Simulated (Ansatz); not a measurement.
Consider the formal exchange of groups at the Si–H bond: `F[SiH2][AlH2]` + `OBF` → `OB[SiH](F)[AlH2]` + H–F.

Program: Ansatz. Geometries: PBE0-D4/def2-TZVP. ΔE: electronic, gas phase. CCSD(T)/CBS adds triple-zeta CCSD(T) − MP2 to the extrapolated MP2 energy (def2 sets, frozen cores). This one scheme is used for every species. Functionals use def2-TZVPP. HSE06 is defined as in plane-wave codes. One conformer a species, not always the lowest.

| level | ΔE (kJ/mol) | difference from CCSD(T)/CBS |
| --- | --- | --- |
| r2SCANh-D4 | 176.9 | 6.4 |
| r2SCAN0-D4 | 178.2 | 7.7 |
| CAM-B3LYP-D4 | 184.8 | 14.3 |
| ωB97M-V | 179.9 | 9.4 |
| PBE-QIDH | 175.2 | 4.7 |
| PBE | 164.1 | -6.4 |
| revPBE | 163.2 | -7.3 |
| HSE06 | 169.2 | -1.3 |
| CAM-B3LYP | 189.3 | 18.8 |
| HF/def2-SVP | 213.3 | 42.8 |
| MP2/def2-SVP | 200.0 | 29.5 |
| SCS-MP2/def2-TZVPP | 182.5 | 12.0 |
| CCSD(T)/def2-TZVPP | 175.0 | 4.5 |
| HF/def2-QZVPP | 206.3 | 35.8 |
| SCS-MP2/def2-QZVPP | 180.2 | 9.7 |
| HF/CBS(def2) | 206.4 | 35.9 |
| CCSD(T)/CBS | 170.5 | 0 |

Largest T1 diagnostic among the species: 0.014.

The D4 term adds −7.3 kJ/mol with B3LYP and −4.2 kJ/mol with PBE0; it sums over pairs of atoms, weighted by their polarisabilities, and B3LYP, whose exchange is more repulsive, gets the larger term. From BLYP to BHLYP (50 % exact exchange), in def2-TZVPP and without D4, ΔE moves by +11.8 kJ/mol.

B3LYP here is the variant with VWN-RPA as its local correlation; programs differ in this.
